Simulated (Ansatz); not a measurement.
An input meant for [TaO2(OH)2]- (TaO₄H₂⁻) (charge -1, triplet; atoms displaced at random, 0.15 Å in each coordinate).

```yaml
crystal:
  periodic: [false, false, false]
  atoms:
    - {symbol: Ta, position_ang: [0.142925, 0.322709, 0.312164]}
    - {symbol: O, position_ang: [0.093508, 0.546217, 2.140080]}
    - {symbol: O, position_ang: [1.763290, -0.066521, -0.389149]}
    - {symbol: O, position_ang: [-0.900260, 1.477360, -0.428099]}
    - {symbol: H, position_ang: [-0.556632, 1.773717, -1.201325]}
    - {symbol: O, position_ang: [-0.768918, -1.622931, -0.040505]}
    - {symbol: H, position_ang: [-0.258462, -2.360991, -0.562697]}
basis:
  gaussian: {orbitals: def2-TZVP, final_grid: {core_spheres: 5, valence_spheres: 4, degree: 11}}
total_charge: -1
magnetization: {spin_polarized: true, initial_magnetization: 2}
hamiltonian: {xc: {name: HF}}
correlation: {active_space: {window: {electrons: 40, orbitals: 30}}}
scf: {omitted_lower_state_checks: [starts]}
```

```sh
$ ansatz run in.yaml --threads 4 --pin off --events-out ev --progress --plain --max-ram 3916MiB
```

It prints (some lines left out):

```
Error: invalid value for `correlation.active_space`: it starts from restricted Hartree–Fock orbitals; set hamiltonian.xc: hf without magnetization.spin_polarized
```

In the def2 sets Ta takes a core potential; there is no spin–orbit coupling. The highest occupied level of an anion often lies above zero with these methods, and sets without diffuse functions describe the outer electron poorly.
